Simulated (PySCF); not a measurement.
A structure optimised at PBE-D3(BJ)/def2-SVP, used in a PySCF frequency run:

```
B
O 1 1.3812
C 2 1.4696 1 90.05
H 3 1.1101 2 110.02 1 119.82
H 3 1.1101 4 109.20 2 -120.84
C 3 1.5441 4 116.21 5 -133.85
H 6 1.1072 3 115.77 4 129.90
H 6 1.1072 7 108.87 3 132.47
C 1 1.5749 2 124.81 3 180.00
F 9 1.3945 1 112.09 2 180.00
H 9 1.1172 10 109.21 1 122.52
H 9 1.1172 11 105.55 10 -117.29
```

**Question.** Write its SMILES, formula and point group.

**Answer.** FCB1CCO1, C3H6BFO, Cs

**Question.** What are its rotational constants (standard atomic weights)?

**Answer.** 8.8524, 2.1402, 1.7829 GHz
